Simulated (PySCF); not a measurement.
Compound: C₇H₄ClFO.
Atom-mapped SMILES: `[O:1]=[C:2]([Cl:3])[c:4]1[cH:5][cH:6][cH:7][c:8]([F:9])[cH:10]1` (hydrogens: H11 on C5; H12 on C6; H13 on C7; H14 on C10)

Torsions of this conformer, `[O:1]=[C:2]([Cl:3])[c:4]1[cH:5][cH:6][cH:7][c:8]([F:9])[cH:10]1`: O1–C2–C4–C5 0°.

The closed-shell ground state was solved at several levels (PySCF, density fitting, gas phase, non-relativistic). Isolated species at its PBE0-D3(BJ)/def2-SVP geometry (one conformer only).

```
         level  basis functions  total energy (Eh)  HOMO (eV)  LUMO (eV)  gap (eV)  dipole (D)
PBE0/def2-SVPD              245          -903.3467      -7.92      -2.50      5.42        3.07
 PBE0/pcSseg-1              197          -903.7184      -7.91      -2.44      5.47        3.11
```

(1) What might wB97X-D/pcSseg-1 (197 basis functions) give for the same quantities?

(2) Over all these levels, which gives the widest orbital gap and which the narrowest?

(3) How far do the dipole and the HOMO energy spread over the levels?

Results:

(1) Total energy -904.2030 Eh, HOMO -9.69 eV, LUMO -0.76 eV, gap 8.93 eV, dipole 3.10 D.

(2) wB97X-D/pcSseg-1 (range-separated hybrid) has the widest, 8.93 eV, and PBE0/def2-SVPD (global hybrid, 25 % exact exchange) the narrowest, 5.42 eV. Functional and basis both differ between the two, so the spread mixes both effects.

(3) The dipole runs from 3.07 to 3.11 D (mean 3.10 D) and the HOMO from -9.69 to -7.91 eV.

wB97X-D is run here without its empirical dispersion term; that term would change no orbital, density or response property at a fixed geometry.
